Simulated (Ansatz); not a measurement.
Coupled-cluster diagnostics for the cluster K3Na3, Ansatz.

Geometry of the singlet (r2SCAN/def2-SVP):

```tsv
atom	x (Å)	y (Å)	z (Å)
Na1	0.050	0.976	1.955
Na2	2.560	-1.259	2.924
Na3	1.394	-1.653	-0.352
K4	-1.577	0.794	-1.818
K5	-2.787	3.686	1.376
K6	0.359	-2.545	-4.086
```

Correlated methods freeze 18 core orbitals; core or outer-core shells of Na, K are correlated, in sets that lack core-valence functions. Another isomer (singlet) lies 0.10 eV lower at PBE0/def2-TZVP; other spin states weren't run for this one.

**Question.** Estimate the CCSD(T) correlation energy, the shares of MP2 and (T), T1 and the reference's ⟨S²⟩ for: charge 0, singlet, own geometry in def2-SVP; and the rough time on 4 threads of Intel Xeon on a shared host.

**Answer.** 
```csv
state,basis,correlation (eV),MP2 share (%),(T) share (%),T1,⟨S²⟩ (pure),wall time,remarks
"charge 0, singlet, own geometry",def2-SVP,-6.829,84.5,2.9,0.007,0.00 (0.00),38 s,restricted SCF unstable
```
Customary marks for T1 are 0.02 (closed shells), 0.045 (open shells) and about 0.05 (3d metals). T1 stays under 0.02 throughout.
